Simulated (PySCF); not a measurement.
# Nickel: a sound run and one with changed settings

Sound run: Ni⁺ [Ar] 3d9, Ni²⁺ [Ar] 3d8. All numbers are calculated (PySCF 2.14, the spin-free X2C one-electron Hamiltonian (Gaussian nucleus), in cc-pVDZ-DK). In the sound run the correlated levels freeze [Ar]. The sound run starts from symmetry-adapted Hartree-Fock orbitals and uses a fine grid where one is needed.

Changed run: initial guess sap, at most 50 SCF cycles.

```tsv
species	method	sound run (hartree)	changed run (hartree)	converged
Ni⁺	UHF	-1518.79618	-1518.79614	yes
Ni⁺	TPSS	n/a	-1520.30423	yes
Ni⁺	B3LYP	-1520.31739	-1520.31784	yes
Ni⁺	MP2	-1519.11490	-1519.11489	yes
Ni²⁺	UHF	-1518.24135	-1518.24135	yes
Ni²⁺	TPSS	-1519.63142	-1519.63142	yes
Ni²⁺	B3LYP	-1519.64066	-1519.64066	yes
Ni²⁺	MP2	-1518.44948	-1518.44948	yes
```

Ionisation energy of Ni⁺:

```tsv
method	sound run (eV)	changed run (eV)
UHF	15.098	15.097
TPSS	n/a	18.308
B3LYP	18.415	18.427
MP2	18.107	18.107
SCS-MP2	17.791	17.791
```

Where the changed run lies lower, it found another determinant of the same configuration, with other orbitals of the open shell filled.

For comparison, NIST gives 18.169 eV between the lowest levels.
